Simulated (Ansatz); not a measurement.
One change: `N=C(S)[SiH2]O` becomes `N=[C](S)[SnH3]`.

Ansatz, PBE0-D4/def2-TZVP geometries, multiplicity 1. Each molecule was computed in one conformer, which needn't be the lowest.

Elements past krypton have def2 core potentials.

```json
{"property": "LUMO energy (ωB97M-V/def2-TZVPP) / eV", "`N=C(S)[SiH2]O`": "1.17"}
{"property": "HOMO–LUMO gap (ωB97M-V/def2-TZVPP) / eV", "`N=C(S)[SiH2]O`": "11.04"}
{"property": "HOMO energy (PBE/def2-TZVPP) / eV", "`N=C(S)[SiH2]O`": "-6.54"}
{"property": "HOMO–LUMO gap (B3LYP/def2-TZVPP) / eV", "`N=C(S)[SiH2]O`": "6.23"}
{"property": "size of the dipole moment (B3LYP/def2-TZVPP) / D", "`N=C(S)[SiH2]O`": "1.99"}
{"property": "LUMO energy (B3LYP/def2-TZVPP) / eV", "`N=C(S)[SiH2]O`": "-1.25"}
```

Give the same properties after the change, and the shifts. (Estimate.)

The calculation gave: 
| property | `N=[C](S)[SnH3]` | shift |
| --- | --- | --- |
| LUMO energy (ωB97M-V/def2-TZVPP) / eV | 0.95 | -0.22 |
| HOMO–LUMO gap (ωB97M-V/def2-TZVPP) / eV | 10.25 | -0.79 |
| HOMO energy (PBE/def2-TZVPP) / eV | -5.89 | 0.65 |
| HOMO–LUMO gap (B3LYP/def2-TZVPP) / eV | 5.97 | -0.26 |
| size of the dipole moment (B3LYP/def2-TZVPP) / D | 2.71 | 0.72 |
| LUMO energy (B3LYP/def2-TZVPP) / eV | -0.97 | 0.28 |

With PBE0 the HOMO rises by 0.58 eV and the LUMO rises by 0.29 eV, so the gap narrows by about 0.29 eV. PBE moves the HOMO by 0.65 eV and ωB97M-V by 0.57 eV. Dipoles are sizes alone; their direction can turn.

B3LYP here is the variant with VWN-RPA as its local correlation; programs differ in this.
